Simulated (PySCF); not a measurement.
# C₆ coefficients of unlike pairs at PBE0

Calculated with PySCF 2.14 from the dipole response of each species, C₆(A,B) = (3/π) ∫ α_A(iu) α_B(iu) du, in atomic units, from isotropic polarisabilities. For ions this is the dispersion term alone; charge-induced terms of lower order in 1/R come first.

```csv
species,configuration,basis,relativity,α (bohr³),C₆ (like pair)
Hg³⁺,[Xe] 4f14 5d9 (2D),aug-cc-pwCVTZ-PP with ECP60MDF (8s8p7d4f3g),core potential,5.621,32.30
Sn⁺,[Kr] 4d10 5s2 5p1 (2P),aug-cc-pwCVTZ-PP with ECP28MDF (8s7p6d4f1g),core potential,27.25,211.2
Be⁺,[He] 2s1 (2S),dyall-av2z (11s7p2d),none,22.37,60.68
Ge⁺,[Ar] 3d10 4s2 4p1 (2P),"aug-cc-pVTZ-PP with one added diffuse shell each of s, d, f type with ECP10MDF (7s5p5d3f)",core potential,19.16,109.4
```

Task: Estimate C₆ for Be⁺ with Hg³⁺.

Result: The integral gives 28.26. The combination rule 2 C_A C_B / (C_A α_B/α_A + C_B α_A/α_B) gives 27.26 and the geometric mean 44.27.

No spin-orbit coupling is included.

The other pairs:

```json
{"pair": "Ge⁺, Sn⁺", "C₆": "151.6"}
{"pair": "Ge⁺, Be⁺", "C₆": "74.43"}
{"pair": "Ge⁺, Hg³⁺", "C₆": "50.31"}
{"pair": "Sn⁺, Hg³⁺", "C₆": "71.96"}
{"pair": "Be⁺, Sn⁺", "C₆": "103.4"}
```
